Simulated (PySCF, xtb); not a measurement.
Si(Cl)3(SiH3) (Cl₃H₃Si₂), SMILES Cl[Si]([SiH3])(Cl)Cl.

GFN2-xTB (xtb) at its own geometry gives an orbital gap of 4.63 eV and a dipole moment of 1.88 D.

Geometry optimised at B3LYP-D3(BJ)/def2-SVP.

### Question
What does HF/def2-TZVP (PySCF) give? (An estimate is asked for; the answer gives what the named calculation found.)

### Answer
gap 14.30 eV (levels -11.42 and 2.89 eV), dipole 1.81 D.
